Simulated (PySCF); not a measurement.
Which level of theory gave which numbers?

[ZnCl4]2- (charge -2 and singlet state).
Z-matrix (Å and degrees, PBE0-D3(BJ)/def2-SVP geometry), rows numbered from 1:
```
Zn
Cl  1  2.3414
Cl  1  2.3333  2  109.26
Cl  1  2.3418  2  109.91  3  -119.80
Cl  1  2.3404  2  110.09  3   119.45
```

The closed-shell ground state was solved 3 times with PySCF (density fitting, gas phase), always in the pcSseg-1 (pcSseg-2 on Zn) basis (169 functions), with these functionals: B3LYP, PBE and PBE0. Whether so highly charged an anion holds all its electrons in the gas phase wasn't checked; a finite basis holds them in any case. The ion is multiply charged and computed without counter-ions or solvent. Where the HOMO energy is positive, the finite basis confines the outermost electrons. No diffuse functions stand in pcSseg-1 (pcSseg-2 on Zn), which bears on an anion's orbital energies.

| row | total energy (Eh) | HOMO (eV) | LUMO (eV) |
| --- | --- | --- | --- |
| P | -3620.5421 | 0.96 | 8.74 |
| Q | -3619.4035 | 2.09 | 8.07 |
| R | -3619.5669 | 0.60 | 8.98 |

Which functional belongs to which row?

P = B3LYP, Q = PBE, R = PBE0. By rising HOMO–LUMO gap: PBE (GGA) 5.98 eV; B3LYP (global hybrid, 20 % exact exchange) 7.78 eV; PBE0 (global hybrid, 25 % exact exchange) 8.38 eV. Total energies of different functionals aren't bounds to one another; each is stationary for its own functional.
